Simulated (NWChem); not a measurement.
**Correlation energy of BCl (+1)**

```xyz
2

B      0.0000     0.0000     1.2392
Cl     0.0000     0.0000    -0.3645
```
Charge +1, spin multiplicity 2.

The numbers come from NWChem runs, not from measurements. Structure: optimised with UPBE0/def2-SVP, a minimum by its harmonic frequencies.

Basis set: def2-TZVP. Each correlation energy counts from its own Hartree-Fock reference.

The correlated methods keep 6 core orbitals frozen. This spin state was chosen for the runs; another may lie lower. The structure started from a generated list of species. The unpaired electrons of the parent sit in orbitals of symmetry a1 (C2v labels of the run); other states weren't searched. The stability of the SCF solutions was not checked. Open-shell Hartree-Fock references start from PBE0 orbitals. No row is a measurement; the coupled-cluster row has its own basis-set and correlation limits.

For the correlation energy, CCSD on ROHF gives -247.3 mHa and CCSD on UHF gives -246.0 mHa. What do SCS-UMP2, CCSD[T] on UHF, CCSD(T) on ROHF give?

SCS-UMP2: -220.1 mHa; CCSD[T] on UHF: -259.5 mHa; CCSD(T) on ROHF: -260.5 mHa.
